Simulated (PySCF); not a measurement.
Al(Me)2 (C₂H₆Al), SMILES [CH3][Al][CH3], multiplicity 2.

The structure is a stationary point at B3LYP-D3(BJ)/def2-TZVP. The spin state was assumed, not searched. The isomer is the one that the SMILES or the coordinates give; other isomers of the formula were not compared.

Method: r2SCAN/def2-TZVPD in PySCF.

Gas-phase values at a fixed geometry.

Question: Estimate the frontier levels, dipole moment and polarisability. (Estimate from the structure and the level; the computed values follow.)

Answer: 
The α spin, highest occupied and lowest empty level is -4.30 and -1.91 eV and the β spin, highest occupied and lowest empty level comes out as -6.60 and -2.15 eV. The dipole moment comes out as 0.39 D and the quadrupole, principal values (traceless, Buckingham form, about the centre of nuclear charge) is -2.59, -2.19, 4.78 D·Å. The mean static polarisability comes out as 69.7 bohr³ (10.32 Å³), the polarisability, principal values comes out as 64.9, 66.3, 77.8 bohr³ and the ⟨S²⟩ comes out as 0.753 (pure state 0.75).
